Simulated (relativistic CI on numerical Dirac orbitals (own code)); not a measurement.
One change at a time: Ta⁴⁸⁺

Base calculation: Dirac-Coulomb-Breit CI, orbitals from a KLI potential per configuration, model QED (radiative potential, 1s self-energy scaled to tabulated hydrogen-like ionisation energies), unscaled Slater integrals.

Configuration list (outside the closed core [Ne]): 3s²3p⁶3d⁷, 3s²3p⁵3d⁸, 3s²3p⁴3d⁹, 3s3p⁶3d⁸, 3p⁶3d⁹, 3s3p⁵3d⁹, 3s²3p⁶3d⁶4s, 3s²3p⁶3d⁶4p, 3s²3p⁴3d⁸4s, 3s²3p⁶3d⁶4d, 3s²3p⁴3d⁸4p, 3s²3p⁵3d⁷4s, 3s²3p⁶3d⁶4f, 3s²3p⁵3d⁷4p, 3s²3p⁶3d⁵4s², 3s3p⁶3d⁷4s. Levels of other configurations are missing.

Variants: (1) valence Slater integrals scaled by 0.9; (2) configuration mixing switched off; (3) one mean potential for all configurations. Shifts of the energy above 3s²3p⁶3d⁷ ⁴F9/2, in eV, for the lowest level and the first level of each name with at least 55 % of one term (blank where a level changes its place among those of its configuration and J or its character, or is not in the variant):

```
            Level     Base    Δ(1)    Δ(2)    Δ(3)
  3s²3p⁶3d⁷ ⁴F9/2    0.000   0.000   0.000   0.000
  3s²3p⁶3d⁷ ⁴F7/2   61.155  +0.368  -0.055  +0.014
  3s²3p⁶3d⁷ ⁴P5/2   73.116  -0.690  +0.375  +0.011
 3s²3p⁶3d⁷ ²H11/2   76.599  -1.402  -0.435  +0.011
  3s²3p⁶3d⁷ ²F5/2   87.957  -2.403  +0.700  +0.007
  3s²3p⁶3d⁷ ²D3/2  105.535  -3.825  +1.679  +0.005
  3s²3p⁶3d⁷ ⁴F5/2  129.662  -0.094  +0.325  +0.026
3s²3p⁵3d⁸ ⁴G°11/2  396.462  +2.316  -0.385  -0.132
 3s²3p⁵3d⁸ ²D°5/2  408.265  +1.225  +0.417  -0.130
 3s²3p⁵3d⁸ ²F°7/2  409.381  +1.144  +0.416  -0.131
 3s²3p⁵3d⁸ ⁴F°9/2  416.214  +0.338  +0.293  -0.127
 3s²3p⁵3d⁸ ⁴G°9/2  466.543  +1.507  -0.212  -0.130
3s²3p⁵3d⁸ ²H°11/2  488.650  -0.985  -0.187  -0.130
 3s²3p⁵3d⁸ ²G°9/2  505.992  -2.200  +0.289  -0.127
 3s²3p⁵3d⁸ ²F°5/2  518.806  -3.452  +1.805  -0.125
 3s²3p⁵3d⁸ ²H°9/2  783.133  -1.233  +0.047  -0.128
```

At this charge energies of transitions that change n are usually good to better than 1 %, and those within a shell (Δn = 0) to a few per cent.

Ionisation energy from the two ground configurations alone: base 4278.69 eV. The NIST ASD value (theoretical) is 4278 eV.

LS names give the leading component of a level, which can be under half, so a name can repeat, a term be missing and a line seem to break the LS rules.
